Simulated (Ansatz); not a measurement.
A search over several starts for the lowest SCF solution of the cluster Te2Mo⁺ at the given spin, in a small basis.

```yaml
crystal:
  periodic: [false, false, false]
  atoms:
    - {symbol: Mo, position_ang: [0.125974, 0.831756, 0.453700]}
    - {symbol: Te, position_ang: [-1.685762, -0.744318, 0.825900]}
    - {symbol: Te, position_ang: [1.559788, -0.087428, -1.279601]}
basis:
  gaussian: {orbitals: def2-SVP}
total_charge: 1
magnetization: {spin_polarized: true, initial_magnetization: 1}
hamiltonian: {xc: pbe0, dispersion: d4}
output: {orbitals: {seedname: orbitals}}
```

```sh
$ ansatz run in.yaml --threads 4 --pin off --events-out ev --progress --plain --max-ram 3916MiB
```

It prints (some lines left out):

```
Functional definition: PBE0
993 factors; integrals over basis functions are off by at most 2.1e-4 eV
mean field evaluation 1: about -16391.5415 eV, gradient 9.2e1 eV
mean field evaluation 2: about -16249.9587 eV, gradient 1.4e2 eV
mean field evaluation 4: about -16432.0376 eV, gradient 1.8e1 eV
mean field evaluation 8: about -16433.5612 eV, gradient 7.4e-1 eV
mean field evaluation 16: about -16434.6891 eV, gradient 7.0e-1 eV
mean field evaluation 32: about -16311.3169 eV, gradient 1.1e2 eV
mean field evaluation 64: about -16397.1934 eV, gradient 1.0e2 eV
mean field evaluation 96: about -16435.0287 eV, gradient 1.6e-5 eV
mean field evaluation 128: about -16432.8597 eV, gradient 6.2e-1 eV
mean field evaluation 160: about -16434.1485 eV, gradient 4.8e-2 eV
mean field evaluation 192: about -16435.0286 eV, gradient 4.1e-2 eV
mean field evaluation 224: about -16433.7188 eV, gradient 5.2e-2 eV
mean field evaluation 256: about -16427.3155 eV, gradient 1.4e1 eV
mean field evaluation 288: about -16434.6703 eV, gradient 1.5e-2 eV
mean field evaluation 320: about -16434.3703 eV, gradient 6.0e0 eV
mean field evaluation 352: about -16434.0972 eV, gradient 9.7e-1 eV
mean field -16435.02870933 eV, -603.9761650053 hartree, gradient 4.5e-6 eV, S^2 1.714410; 19 other end points of the search recorded, 0 dependent functions left out
reference -16435.02873716 eV, -603.9761660280 hartree; 31, 30 occupied and 52, 53 virtual orbitals, 993 factors
Total energy: -16435.15486819 eV, -603.9808012578 hartree
```

Run time 28 s (4 threads of Arm Neoverse V2 on a shared host).

In the def2 sets Mo, Te take a core potential; there is no spin–orbit coupling. The charge 1 doublet is spin-contaminated (final ⟨S²⟩ up to 1.71, 0.75 for a pure state). The structure comes from a short search, and lower isomers may exist.
